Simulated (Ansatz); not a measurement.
Ansatz (a program for electronic structure) input for Ge(Cl)(Me) (CH3ClGe), SMILES [Cl][Ge][CH3] (connectivity only; charge and spin as stated), neutral, multiplicity 1, PBE-D3(BJ)/def2-TZVP. 

Ansatz 0.2 input:
```yaml
crystal:
  periodic: [false, false, false]
  atoms:
    - {symbol: Ge, position_ang: [0.17441904, 0.10490634, 0.65343546]}
    - {symbol: Cl, position_ang: [-0.98958430, -0.93191774, -0.84123504]}
    - {symbol: C, position_ang: [1.18682530, 1.31168772, -0.64826372]}
    - {symbol: H, position_ang: [1.90164200, 1.95949077, -0.14179994]}
    - {symbol: H, position_ang: [0.48846309, 1.94352273, -1.19830619]}
    - {symbol: H, position_ang: [1.73046709, 0.71245907, -1.37925084]}
basis:
  gaussian:
    orbitals: def2-TZVP
hamiltonian:
  xc: pbe
  dispersion: d3bj
relax: {f_tol: 0.002, max_steps: 200}
```

It prints:

```
WARN ansatz: RAYON_NUM_THREADS=1 ignored (pool sized by the plan → 1); use --threads N
Functional definition: PBE
integrals: 0.06 GiB planned
926 factors; their error is unknown
mean field: 0.39 GiB planned
mean field evaluation 1: about -70102.6369 eV, gradient 6.9e1 eV
mean field evaluation 2: about -70055.7228 eV, gradient 1.3e2 eV
mean field evaluation 4: about -70112.9809 eV, gradient 1.0e1 eV
mean field evaluation 8: about -70113.2287 eV, gradient 9.3e-2 eV
mean field evaluation 16: about -70113.2118 eV, gradient 2.0e-4 eV
mean field -70113.21179246 eV, -2576.6130089309 hartree, gradient 1.5e-5 eV, S^2 0.000000; 0 other end points of the search recorded, 0 dependent functions left out
the calculation of the forces begins
reference -70113.21182665 eV, -2576.6130101874 hartree; 29, 29 occupied and 105, 105 virtual orbitals, 926 factors
relax step   1: F+E_penalty+E_count = -70113.33612007 eV  Δ(F+E_penalty+E_count) = +0.000e0 eV  max|allowed force component| = 6.570e-1 eV/Å  Δτ_max = 0.0000 Å  (30 SCF iters, accepted)
these checks for a lower state are left out or cut short: starts, cluster_reference, orbital_swaps, neighbouring_geometries, increment
integrals: 0.06 GiB planned
926 factors; their error is unknown
mean field: 0.38 GiB planned
mean field -70113.24969723 eV, -2576.6144019055 hartree, gradient 1.7e-5 eV, S^2 0.000000; 0 other end points of the search recorded, 0 dependent functions left out
the calculation of the forces begins
reference -70113.24973140 eV, -2576.6144031614 hartree; 29, 29 occupied and 105, 105 virtual orbitals, 926 factors
relax step   2: F+E_penalty+E_count = -70113.37416379 eV  Δ(F+E_penalty+E_count) = -3.804e-2 eV  max|allowed force component| = 2.014e-1 eV/Å  Δτ_max = 0.0339 Å  (31 SCF iters, accepted)
these checks for a lower state are left out or cut short: starts, cluster_reference, orbital_swaps, neighbouring_geometries, increment
integrals: 0.06 GiB planned
926 factors; their error is unknown
mean field: 0.39 GiB planned
mean field evaluation 32: about -70113.2530 eV, gradient 1.7e-5 eV
mean field -70113.25302398 eV, -2576.6145241616 hartree, gradient 1.7e-5 eV, S^2 0.000000; 0 other end points of the search recorded, 0 dependent functions left out
the calculation of the forces begins
reference -70113.25305813 eV, -2576.6145254166 hartree; 29, 29 occupied and 105, 105 virtual orbitals, 926 factors
relax step   3: F+E_penalty+E_count = -70113.37763048 eV  Δ(F+E_penalty+E_count) = -3.467e-3 eV  max|allowed force component| = 3.860e-2 eV/Å  Δτ_max = 0.0147 Å  (32 SCF iters, accepted)
these checks for a lower state are left out or cut short: starts, cluster_reference, orbital_swaps, neighbouring_geometries, increment
integrals: 0.06 GiB planned
926 factors; their error is unknown
mean field: 0.39 GiB planned
mean field -70113.25325941 eV, -2576.6145328135 hartree, gradient 1.7e-5 eV, S^2 0.000000; 0 other end points of the search recorded, 0 dependent functions left out
the calculation of the forces begins
reference -70113.25329356 eV, -2576.6145340685 hartree; 29, 29 occupied and 105, 105 virtual orbitals, 926 factors
relax step   4: F+E_penalty+E_count = -70113.37769567 eV  Δ(F+E_penalty+E_count) = -6.520e-5 eV  max|allowed force component| = 1.085e-2 eV/Å  Δτ_max = 0.0082 Å  (32 SCF iters, accepted)
these checks for a lower state are left out or cut short: starts, cluster_reference, orbital_swaps, neighbouring_geometries, increment
integrals: 0.06 GiB planned
926 factors; their error is unknown
mean field: 0.39 GiB planned
mean field -70113.25324015 eV, -2576.6145321055 hartree, gradient 1.7e-5 eV, S^2 0.000000; 0 other end points of the search recorded, 0 dependent functions left out
the calculation of the forces begins
reference -70113.25327430 eV, -2576.6145333605 hartree; 29, 29 occupied and 105, 105 virtual orbitals, 926 factors
relax step   5: F+E_penalty+E_count = -70113.37773670 eV  Δ(F+E_penalty+E_count) = -4.102e-5 eV  max|allowed force component| = 3.774e-3 eV/Å  Δτ_max = 0.0030 Å  (33 SCF iters, accepted)
these checks for a lower state are left out or cut short: starts, cluster_reference, orbital_swaps, neighbouring_geometries, increment
integrals: 0.06 GiB planned
926 factors; their error is unknown
mean field: 0.39 GiB planned
mean field -70113.25324031 eV, -2576.6145321115 hartree, gradient 6.9e-5 eV, S^2 0.000000; 0 other end points of the search recorded, 0 dependent functions left out
the calculation of the forces begins
reference -70113.25327446 eV, -2576.6145333665 hartree; 29, 29 occupied and 105, 105 virtual orbitals, 926 factors
relax step   6: F+E_penalty+E_count = -70113.37773812 eV  Δ(F+E_penalty+E_count) = -1.423e-6 eV  max|allowed force component| = 1.509e-3 eV/Å  Δτ_max = 0.0003 Å  (19 SCF iters, accepted)
integrals: 0.06 GiB planned
926 factors; their error is unknown
mean field: 0.39 GiB planned
mean field evaluation 64: about -70113.2532 eV, gradient 2.4e-2 eV
mean field -70113.25324031 eV, -2576.6145321115 hartree, gradient 6.9e-5 eV, S^2 0.000000; 1 other end points of the search recorded, 0 dependent functions left out
the calculation of the forces begins
reference -70113.25327446 eV, -2576.6145333665 hartree; 29, 29 occupied and 105, 105 virtual orbitals, 926 factors
Total energy: -70113.37777227 eV, -2576.6191085766 hartree
Atom 0 at     0.208725     0.138085     0.653434 Å, force     0.000603    -0.000871    -0.000431 eV/Å
Atom 1 at    -1.000362    -0.935559    -0.868970 Å, force    -0.000378     0.000525     0.000309 eV/Å
Atom 2 at     1.190484     1.312700    -0.640576 Å, force    -0.001509     0.000033     0.000618 eV/Å
Atom 3 at     1.907808     1.966891    -0.125521 Å, force     0.000255     0.000554    -0.000075 eV/Å
Atom 4 at     0.465137     1.928162    -1.195932 Å, force     0.000309    -0.000060    -0.000662 eV/Å
Atom 5 at     1.720441     0.689870    -1.377856 Å, force     0.000720    -0.000181     0.000240 eV/Å
Dipole moment:     0.296850     0.289413     0.162799 e Å
```

The calculation finished and met its thresholds.

Cost: roughly 13 core-seconds.
